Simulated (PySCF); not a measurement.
C3H7O, SMILES [CH2]COC, multiplicity 2.

The structure is a stationary point at TPSSh-D3(BJ)/def2-SVP. The isomer is the one that the SMILES or the coordinates give; other isomers of the formula were not compared. The values are those of a single conformer.

Two levels are set side by side: PBE/def2-TZVP (PySCF) and PBE0/def2-TZVP (PySCF). Same geometry, gas phase. Differences are taken from unrounded values.

| quantity | PBE0 |
|---|---|
| α-spin orbital gap (eV) | 7.86 |
| β-spin orbital gap (eV) | 6.01 |
| dipole moment (D) | 1.13 |
| mean polarisability (bohr³) | 42.2 |

What does PBE give, and how far is it from PBE0? (An estimate is asked for; the answer gives what the named calculation found.)


```tsv
quantity	PBE	PBE minus PBE0
α-spin orbital gap (eV)	5.65	-2.21
β-spin orbital gap (eV)	3.12	-2.89
dipole moment (D)	1.02	-0.12
mean polarisability (bohr³)	44.1	2.0
```

PBE's more diffuse valence density responds more strongly to a field. Differences between two approximate levels are no errors against the true value.

Rough cost on one machine, each run with all the roots and properties that it gave: PBE0 against PBE within a factor of 2.
